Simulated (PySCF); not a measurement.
**Gas-phase XPS of (HAlNH)4 cubane, computed**

Species: (HAlNH)4 cubane, Al₄H₈N₄.
Z-matrix (Å and degrees, PBE0-D3(BJ)/def2-SVP geometry), rows numbered from 1:
```
Al
H   1  1.5841
N   1  1.9336  2  125.51
Al  3  1.9342  1   90.57  2  -134.73
H   4  1.5840  3  125.60  1   134.77
N   1  1.9338  2  125.69  3  -119.87
Al  6  1.9338  1   90.55  2  -134.89
H   7  1.5841  6  125.72  1   134.89
N   7  1.9336  6   89.46  1    -0.51
Al  3  1.9339  1   90.52  2   134.70
H  10  1.5839  3  125.66  1  -134.73
N   4  1.9332  3   89.44  1   -90.00
H   3  1.0161  1  124.79  2     0.05
H   6  1.0162  1  124.93  2    -0.16
H   9  1.0162  1  124.92  2     0.15
H  12  1.0162  4  124.91  3  -135.35
```

Computed with delta-SCF UKS SCAN, pcX-2 on the ionised atom, pcseg-1 elsewhere, spin-free X2C (PySCF). Each binding energy is the total energy of the core-ionised species, with the hole localised on one atom, minus that of the ground state; both are solved self-consistently, so orbital relaxation is included.

Task: List the computed XPS lines with their assignment.

Result: 
```
         atom(s)   bonded to  level  binding energy (eV)  count
Al1/Al4/Al7/Al10   3 N and H  Al 1s              1566.31      4
    N3/N6/N9/N12  H and 3 Al   N 1s               403.47      4
```

Task: Express the binding energy of Al 1s of Al1/Al4/Al7/Al10 in atomic units and per mole.

Result: 1566.31 eV = 57.5608 Eh = 151126 kJ/mol.

The first atom of each set that the bonding makes equivalent was ionised and stands for the set. The structure is a single PBE0-D3(BJ)/def2-SVP conformer in the gas phase; no vibrational or solvent corrections.
